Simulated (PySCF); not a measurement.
C$_{4}$H$_{12}$Si, triplet, at the geometry of the source list (a higher spin typed on purpose: for a closed-shell molecule this is an excited state) (in this run its highest filled SCF level lies above zero, so its values depend strongly on the basis, on diffuse functions most of all). Base run: PySCF with HF/STO-3G.

The PySCF input:
```python
from pyscf import gto, scf

mol = gto.M(
    atom='''
C    -0.408500   -1.213100   -1.416200
Si   -0.000000   -0.000000    0.000000
C     0.008200    1.785900   -0.674300
C    -1.318300   -0.156200    1.371800
C     1.718700   -0.416600    0.718800
H    -1.382300   -1.003600   -1.848700
H    -0.421400   -2.240900   -1.066100
H     0.323800   -1.149900   -2.215500
H     0.237800    2.503500    0.107600
H    -0.957200    2.056100   -1.091800
H     0.748900    1.909800   -1.458600
H    -2.310500    0.074700    0.995800
H    -1.349600   -1.162600    1.778400
H    -1.115500    0.522100    2.195100
H     1.748900   -1.428300    1.112200
H     2.494100   -0.337300   -0.037300
H     1.983000    0.256400    1.528900
''',
    basis='sto-3g',
    charge=0,
    spin=2,
    verbose=4,
)

mf = scf.UHF(mol)
mf.kernel()
mo_i, mo_e, stable_i, stable_e = mf.stability(internal=True, external=True, return_status=True, nroots=6, tol=1e-6)
print('internally stable:', stable_i, ' externally stable:', stable_e)
if not stable_i:
    umf = mf.copy()
    umf.scf_summary = {}
    umf.kernel(umf.make_rdm1(mo_i, mf.mo_occ))
```

The bond that is stretched is that between atoms 9 and 3. A test that says stable can miss a lower solution.

The base run was repeated with changes; each row names its change, and settings that it needs were set with it.

```csv
change,ΔE vs base (kcal/mol),<S^2>,stability test says
base,0.000,2.011,external instability
bond × 1.25,26.11,2.013,internal instability
bond × 1.5,-100.3,2.012,external instability
bond × 1.8,-136.4,2.012,external instability
bond × 2.2,-152.4,2.011,external instability
bond × 3.0,-157.1,2.011,external instability
```

On stretching, the SCF can end on different states; <S^2> shows the spin contamination of each.
